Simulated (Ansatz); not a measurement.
In₄⁺. The state is a doublet with charge 1. Geometry PBE0-D4/def2-SVP, that of the neutral singlet; atoms count from 1.

```csv
atom,x (Å),y (Å),z (Å)
In1,-0.8930,0.9472,1.6995
In2,0.8945,-0.9448,-1.6999
In3,-1.5902,0.7226,-1.2384
In4,1.5888,-0.7250,1.2388
```

In the def2 sets In takes a core potential; there is no spin–orbit coupling. The charge 1 doublet is spin-contaminated (final ⟨S²⟩ up to 1.33, 0.75 for a pure state). The structure comes from a short search, and lower isomers may exist.

Q: Estimate the Mulliken populations from the PBE0/def2-TZVP orbitals of Ansatz.

A: 
| atom | charge (e) | spin (α − β) |
| --- | --- | --- |
| In1 | 0.25 | 0.25 |
| In2 | 0.25 | 0.25 |
| In3 | 0.25 | 0.25 |
| In4 | 0.25 | 0.25 |
Mulliken values and Mayer orders depend strongly on the basis.

Q: Where does the spin sit?

A: Summed by element: In 1.00, of 1 unpaired in all. Largest on single atoms: In2 0.25, In1 0.25, In4 0.25.

Q: And the Mayer bond orders between bonded heavy atoms (over 0.3)?

A: In1–In3 0.65 (3.03 Å); In1–In4 0.65 (3.03 Å); In2–In3 0.65 (3.03 Å); In2–In4 0.65 (3.03 Å). Values over 0.3 also appear between atoms too far apart for a bond (In1–In2 0.34 at 4.28 Å; In3–In4 0.34 at 4.28 Å); they arise where an orbital or an unpaired electron spreads over both atoms.
